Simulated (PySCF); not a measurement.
# As²⁺ (arsenic, charge +2) across methods

[Ar] 3d10 4s2 4p1, 2P determinant. Calculation: PySCF 2.14, in dyall-v3z (23s16p10d1f, 128 functions); scalar relativity by spin-free X2C-1e.

```tsv
method	E (hartree)	mean ε 4s α (eV)	mean ε 4s β (eV)	mean ε 4p α (eV)	Σ⟨r²⟩ (bohr²)	⟨S²⟩
MN15	-2261.425	-35.929	-34.642	-25.274	22.34	0.753
PBE0	-2259.469	-35.324	-33.953	-24.527	22.27	0.753
UHF	-2258.08107	-38.968	-36.212	-27.817	22.49	0.759
LDA	-2256.311	-34.118	-33.246	-23.223	22.22	0.751
PBE	-2259.439	-33.809	-32.827	-23.197	22.28	0.752
r2SCANh	-2259.699	-34.811	-33.522	-24.142	22.22	0.754
r2SCAN	-2259.711	-34.248	-33.088	-23.666	22.21	0.754
TPSSh	-2259.683	-34.528	-33.192	-23.894	22.25	0.753
```
